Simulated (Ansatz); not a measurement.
Geometry optimisation, RKS PBE/def2-SVP (Ansatz).

Input:

```yaml
crystal:
  periodic: [false, false, false]
  atoms:
    - { symbol: Ge, position_ang: [-0.185766, -0.215333, -0.040706] }
    - { symbol: O, position_ang: [-0.141254, -0.112907, 1.744588] }
    - { symbol: H, position_ang: [-0.948661, -0.496479, 2.138259] }
    - { symbol: H, position_ang: [1.262421, -0.097965, -0.531793] }
    - { symbol: O, position_ang: [-1.20331, 1.132151, -0.669001] }
    - { symbol: H, position_ang: [-2.074029, 0.793332, -0.95138] }
    - { symbol: H, position_ang: [-0.894454, -1.552891, -0.4336] }
    - { symbol: O, position_ang: [1.044955, 2.308657, 0.945555] }
    - { symbol: Si, position_ang: [2.408723, 2.10445, 1.920041] }
    - { symbol: H, position_ang: [2.907682, 0.683033, 1.931907] }
    - { symbol: H, position_ang: [3.478685, 2.980808, 1.33621] }
    - { symbol: H, position_ang: [2.138209, 2.521961, 3.343334] }
    - { symbol: H, position_ang: [0.212601, 2.039583, 1.410788] }
basis:
  gaussian: { orbitals: def2-SVP }
hamiltonian:
  xc: pbe
relax:
  f_tol: 0.03
  max_steps: 50
```

Launched with:

```bash
$ ansatz run input.yaml --threads 4 --pin off --max-ram 5120MiB --backend cpu --events-out ev --progress --plain --runs-dir out
```

Where does it end, and by what steps?

It converged. The force dipped under the threshold on the way, but the program's further checks kept it going. After 20 steps the energy has fallen by 0.199 eV; H12 moved furthest, 0.95 Å.

```
step  energy less start (eV)  largest force component (eV/Å)  accepted
   0                  0.0000                           0.686       yes
   1                 -0.0465                           0.429       yes
   2                 -0.0982                           0.583       yes
   3                 -0.0679                           1.422        no
   4                 -0.1309                           0.213       yes
   5                 -0.1496                           0.228       yes
   6                 -0.1692                           0.306       yes
   7                 -0.1272                           0.616        no
   8                 -0.1829                           0.078       yes
   9                 -0.1874                           0.047       yes
  10                 -0.1890                           0.089       yes
  11                 -0.1908                           0.068       yes
  12                 -0.1923                           0.055       yes
  13                 -0.1942                           0.096       yes
  14                 -0.1954                           0.109       yes
  15                 -0.1965                           0.118       yes
  16                 -0.1975                           0.081       yes
  17                 -0.1984                           0.052       yes
  18                 -0.1989                           0.046       yes
  19                 -0.1992                           0.028       yes
  20                 -0.1993                           0.017       yes
```

```xyz
13
Properties=species:S:1:pos:R:3
Ge -0.402 -0.398 -0.180
O -0.399 0.389 1.463
H -1.238 0.284 1.947
H 1.049 -0.249 -0.656
O -1.410 0.529 -1.334
H -2.356 0.308 -1.257
H -0.957 -1.840 -0.004
O 1.128 2.646 1.580
Si 2.650 2.218 2.122
H 3.274 1.102 1.311
H 3.521 3.435 1.996
H 2.668 1.766 3.566
H 0.479 1.898 1.590
```

Whether the end is a true minimum wasn't checked by a vibrational analysis.

Run time: 32 s on 4 threads of Arm Neoverse V1, on a shared host, peak memory 0.17 GiB.
